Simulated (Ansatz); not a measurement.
`[OH][In]([F])[O][SiH3]` + H–F → `[F][In]([F])[O][SiH3]` + H₂O  (ligand exchange at the In–O bond)

Isolated molecules relaxed with PBE0-D4/def2-TZVP in Ansatz; ΔE leaves out vibrations. CCSD(T)/CBS is the MP2 limit (def2-TZVPP, def2-QZVPP) plus CCSD(T) − MP2 in def2-TZVPP, frozen cores. This one scheme is used for every species. DFT in def2-TZVPP. B3LYP here is the variant with VWN-RPA as its local correlation; programs differ in this. def2 core potentials past Kr. For In outer-core shells are correlated without core-valence functions, which leaves a few kJ/mol of doubt a bond. One conformer a species, not always the lowest.

| level | ΔE (kJ/mol) | difference from CCSD(T)/CBS |
| --- | --- | --- |
| PBE0-D4 | -19.4 | -2.6 |
| B3LYP-D4 | -21.4 | -4.6 |
| r2SCAN0-D4 | -21.0 | -4.2 |
| ωB97X-V | -23.3 | -6.5 |
| B2PLYP | -20.0 | -3.2 |
| PBE-QIDH | -17.7 | -0.9 |
| revPBE | -22.6 | -5.8 |
| BLYP | -24.0 | -7.2 |
| r2SCAN | -22.3 | -5.5 |
| r2SCAN0 | -21.5 | -4.7 |
| BHLYP | -25.0 | -8.2 |
| LC-ωPBE | -25.3 | -8.5 |
| MP2/def2-SVP | -26.8 | -10.0 |
| CCSD/def2-SVP | -28.8 | -12.0 |
| HF/def2-TZVPP | -30.9 | -14.1 |
| MP2/CBS(def2) | -13.4 | 3.4 |
| CCSD(T)/CBS | -16.8 | 0 |

Largest T1 diagnostic among the species: 0.017.

At CCSD(T), def2-SVP lies −10.6 kJ/mol from the extrapolated value and def2-TZVPP +1.6 kJ/mol. Leaving LDA and LC-ωPBE aside and taking each functional with its dispersion term where it has one, the values, not all of them listed here, spread over 8.2 kJ/mol, from B97M-V to PBE-QIDH. LDA lies +8.1 kJ/mol from PBE without D4. In def2-TZVPP, CCSD(T) changes the Hartree–Fock value by +15.7 kJ/mol (the triples alone add +1.7 kJ/mol) and MP2 by +19.2 kJ/mol.

CCSD(T)/CBS has its own doubt, a few kJ/mol and more with outer-core shells, so smaller differences from it don't rank the levels.
